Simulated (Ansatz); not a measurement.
This geometry of a periodic cell of 17 atoms, LiY16 (host Y, host structure hcp, interstitial Li) is a first-order saddle point.

Level of theory: DFT PBE, scalar-relativistic, plane waves, PAW (Ansatz). Settings: cutoff 420 eV, k mesh 3x3x2, gaussian smearing 0.15 eV, no spin polarisation.

```xyz
17
Lattice="-3.6500 -6.3220 0.0000 5.4750 -3.1610 0.0000 0.0000 0.0000 11.4683" Properties=species:S:1:pos:R:3
Y -0.146 -6.380 -0.065
Y -0.210 -4.102 3.038
Y -0.011 -6.335 5.798
Y 0.023 -4.232 8.593
Y -1.619 -3.286 0.006
Y 3.816 -4.154 3.120
Y -1.847 -3.153 5.911
Y 3.668 -4.217 8.699
Y 1.800 -2.987 -0.092
Y 1.889 -1.103 2.861
Y 1.820 -3.151 5.802
Y 1.792 -1.032 8.620
Y -0.070 0.029 0.168
Y 1.851 -7.531 3.094
Y 0.041 -0.021 5.876
Y 1.827 -7.395 8.705
Li 1.841 -5.226 1.518
```

(1) Which two structures does it join? (They come from a converged band through this point; their orientation in space is the band's.)

(2) How far does it lie above each of them?

Results:

(1) The atom that moves furthest is Li17, by 2.88 Å; four of its nearest neighbours are Y1 2.50, Y9 2.50, Y5 2.52, Y16 3.46 Å at the first end and Y14 2.50, Y6 2.50, Y2 2.53, Y3 3.46 Å at the last.

First end point:

```xyz
17
Lattice="-3.6500 -6.3220 0.0000 5.4750 -3.1610 0.0000 0.0000 0.0000 11.4683" Properties=species:S:1:pos:R:3
Y -0.329 -6.477 0.086
Y 0.048 -4.242 2.988
Y 0.016 -6.328 5.818
Y 0.047 -4.242 8.648
Y -1.414 -3.398 0.083
Y 3.650 -4.227 2.855
Y -1.822 -3.163 5.818
Y 3.649 -4.226 8.780
Y 1.795 -2.799 0.086
Y 1.775 -1.025 3.042
Y 1.839 -3.171 5.818
Y 1.777 -1.025 8.597
Y -0.085 0.049 0.083
Y 1.836 -7.369 2.855
Y -0.030 0.018 5.819
Y 1.835 -7.369 8.780
Li 1.876 -5.297 0.079
```

Last end point:

```xyz
17
Lattice="-3.6500 -6.3220 0.0000 5.4750 -3.1610 0.0000 0.0000 0.0000 11.4683" Properties=species:S:1:pos:R:3
Y 0.004 -6.311 0.176
Y -0.406 -3.978 2.948
Y 0.004 -6.311 5.722
Y 0.002 -4.213 8.683
Y -1.867 -3.134 0.044
Y 3.984 -4.061 2.948
Y -1.867 -3.134 5.853
Y 3.638 -4.209 8.683
Y 1.819 -3.167 0.175
Y 1.914 -1.103 2.949
Y 1.819 -3.167 5.722
Y 1.859 -1.071 8.683
Y 0.053 -0.028 -0.008
Y 1.861 -7.739 2.948
Y 0.053 -0.028 5.905
Y 1.816 -7.365 8.683
Li 1.781 -5.241 2.952
```

(2) 0.219 eV above the first and 0.219 eV above the second. This is the barrier of this one path; another mechanism may lie lower. Limits of this set-up: coarse k mesh, a small cell, in which the defect meets its images, a typed lattice constant that wasn't relaxed here.

Run time: 33 min on 4 threads of AMD EPYC 7B13 (Zen 3), on a shared host, peak memory 4.7 GiB.
